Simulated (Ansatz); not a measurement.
Harmonic frequencies (cm⁻¹) at PBE0-D4/def2-TZVP from Ansatz: 91, 121, 131, 217, 228, 232, 280, 308, 344, 363, 405, 514, 631, 736, 804, 861, 906, 954, 1566, 2443, 2701, 3619, 3724, 3912.

Each molecule was computed in one conformer, which needn't be the lowest.

Which molecule is it?
A. `F[C@H]1[SiH2][C@@H]1Cl`
B. `N=C(O)[O][InH2]`
C. `NCSS`
D. `N[Si](O)(S)[SeH]`

D.
